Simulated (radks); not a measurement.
Problem. All-electron atom: Tc3+ in [Kr] 4d4. Calculated with a radial shooting solver on a logarithmic mesh with Libxc functionals: Dirac Kohn-Sham, PBE, spin-unpolarised, spherical densities, finite nucleus; open shells are shared between the two j in proportion to 2j + 1; Fermi nuclear charge, rms radius 4.4112 fm.

Spin-orbit splittings of the eigenvalues, e(l+1/2) - e(l-1/2), with zeta = 2 splitting/(2l+1) and mean radii in bohr:

| shell | occ. | splitting (eV) | zeta (eV) | <r> j=l-1/2 | <r> j=l+1/2 |
|---|---|---|---|---|---|
| 2p | 6 | 118.3 | 78.84 | 0.1271 | 0.1318 |
| 3p | 6 | 19.78 | 13.19 | 0.4090 | 0.4196 |
| 3d | 10 | 3.803 | 1.521 | 0.3969 | 0.4003 |
| 4p | 6 | ? | ? | 1.138 | 1.166 |
| 4d | 4 | 0.3474 | 0.1390 | 1.511 | 1.523 |

Estimate the 4p splitting.

Solution. 3.015 eV (zeta = 2.010 eV).
